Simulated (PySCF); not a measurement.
Dipole moment and polarisability of trifluoromethylgermane

Trifluoromethylgermane, CH3F3Ge.
Atom-mapped SMILES: `[F:1][C:2]([F:3])([F:4])[GeH3:5]` (hydrogens: H6, H7, H8 on Ge5)

Cartesian coordinates in Å at the PBE0-D3(BJ)/def2-SVP level; atoms count from 1:
```
atom  x, y, z in Å
F1     1.604   -0.221   -1.070
C2     0.977   -0.108    0.108
F3     1.521    0.934    0.750
F4     1.262   -1.207    0.818
Ge5   -0.992    0.114   -0.121
H6    -1.229    1.387   -0.941
H7    -1.510   -1.128   -0.856
H8    -1.608    0.229    1.278
```

Level: CAM-B3LYP/def2-SVPD (PySCF), static field, nuclei fixed, core orbitals frozen in the response. The polarisability tensor in these axes (au):

```
x   50.44 -0.58  0.58
y   -0.58 45.51 -0.07
z    0.58 -0.07 45.50
```

Task: What are the eigenvalues, a third of the trace, and Δα (Δα² = ½Σ(αi − αj)² over the three pairs)?

Result: Principal values 45.44, 45.44 and 50.58 au; mean 47.15 au = 6.99 Å³ = 7.77 × 10⁻⁴⁰ C²·m²/J; Δα = 5.14 au (11 % of the mean).

Task: What is the dipole moment, and where does it point?

Result: (-2.27, 0.27, -0.27) D, 2.30 D in size, pointing from the negative to the positive side. Measured along this direction, the outermost atoms are F1, F4 and F3 at the negative end and H6, H8 and H7 at the positive end.

Task: In TDDFT the mean static polarisability is Σ f/ω² over all singlet excitations (ω in hartree). How much of it do the 10 lowest give? Their energies (eV) and oscillator strengths: 8.72, 0.0047; 8.98, 0.0009; 8.98, 0.0010; 9.28, 0.3292; 9.29, 0.0148; 9.30, 0.0283; 9.34, 0.1736; 9.34, 0.1723; 9.59, 0.0000; 10.36, 0.2278.

Result: They add up to 7.77 au, 16.5 % of the 47.15 au; the largest single term is 2.83 au, from the state at 9.28 eV. Terms in order: 0.05, 0.01, 0.01, 2.83, 0.13, 0.24, 1.47, 1.46, 0.00, 1.57 au. Higher excitations give the rest. The strengths listed sum to 0.953.

Task: Find the Langevin capture rate constant for NO+ (29.998 u) meeting this molecule (145.940 u), k = 2.342 × 10⁻⁹ cm³/s × √(α in Å³ / reduced mass in u).

Result: The reduced mass is 24.88 u, so k = 1.24 × 10⁻⁹ cm³/s. The formula leaves out the permanent dipole, which adds to the capture rate.

Task: Traceless (Buckingham) quadrupole moment about the centre of nuclear charge: eigenvalues?

Result: -0.08, -0.08, 0.17 D·Å. The values depend on the origin, since the dipole doesn't vanish. The electronic extent ⟨r²⟩ about the same centre is 631 bohr², a root-mean-square distance of 1.61 Å for the 68 electrons.

Geometry: PBE0-D3(BJ)/def2-SVP; no solvent, vibrations or thermal averaging. The calculation is non-relativistic, for germanium too.
